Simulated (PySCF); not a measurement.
C2H7AlO2, SMILES CC[O][AlH][OH], singlet (PBE0/def2-SVP optimised geometry):

```
12

Al     0.950    -0.779     0.000
H      0.238    -2.181     0.000
O      2.648    -0.779     0.000
H      3.198     0.007     0.001
O      0.143     0.707     0.000
C     -1.077     1.368    -0.010
C     -2.259     0.464    -0.307
H     -1.232     1.865     0.968
H     -1.039     2.181    -0.760
H     -2.358    -0.324     0.456
H     -3.198     1.039    -0.325
H     -2.141    -0.025    -1.287
```

Level of theory: PBE0/def2-TZVP (PySCF 2.14.0).

Question: What are the frontier orbital energies and the dipole moment?

Answer: HOMO-2 -9.16 eV, HOMO-1 -8.07 eV, HOMO -7.99 eV, LUMO -0.10 eV, LUMO+1 0.18 eV; dipole moment 1.69 D.

On the same geometry PBE/def2-TZVP (PySCF) gives HOMO-2 -7.49 eV, HOMO-1 -6.56 eV, HOMO -6.50 eV, LUMO -0.86 eV, LUMO+1 -0.69 eV; dipole moment 1.64 D.

Meta-Löwdin charges at PBE0/def2-TZVP: Al1 1.00, H2 -0.16, O3 -0.78, H4 0.35, O5 -0.64, C6 0.03, C7 -0.35, H8 0.10, H9 0.10, H10 0.11, H11 0.12, H12 0.11.
